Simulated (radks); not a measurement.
Problem. Cd+, 47 electrons, occupied as [Kr] 4d10 5s1 (the NIST ground configuration). Calculated with a radial shooting solver on a logarithmic mesh with Libxc functionals: non-relativistic Kohn-Sham, PBE, spin-polarised, spherical densities, point nucleus; open shells are filled with parallel spins first (spin-orbit coupling, left out, can overturn this in heavy ions); relativity is left out, which matters for an element this heavy. Some entries of the table are withheld. Estimate them.

orbital  occ.  eigenvalue (hartree)  <r^2> (bohr^2)  r(max) (bohr)
1s up       1             -942.8952        0.001345        0.02099
1s down     1             -942.8943        0.001345        0.02099
2s up       1             -137.2675         0.02216         0.1165
2s down     1             -137.2674         0.02216         0.1165
2p up       3             -127.9874         0.01673        0.09128
2p down     3             -127.9872         0.01673        0.09128
3s up       1             -25.73048          0.1574         0.3360
3s down     1             -25.72978          0.1574         0.3360
3p up       3             -21.96085          0.1526         0.3225
3p down     3             -21.96018          0.1526         0.3225
3d up       5             -14.98542          0.1330         0.2663
3d down     5             -14.98496          0.1330         0.2663
4s up       1              -3.91590             (1)         0.8220
4s down     1              -3.91472             (2)         0.8221
4p up       3                   (3)           1.088         0.8571
4p down     3                   (4)           1.085         0.8571
4d up       5              -0.78045           1.938         0.9757
4d down     5              -0.77227           1.895         0.9743
5s up       1              -0.46911           8.594          2.333
5s down     0              -0.43462           8.520          2.326

Solution. 
(1) 4s up <r^2> (bohr^2): 0.9388
(2) 4s down <r^2> (bohr^2): 0.9376
(3) 4p up eigenvalue (hartree): -2.71038
(4) 4p down eigenvalue (hartree): -2.70842
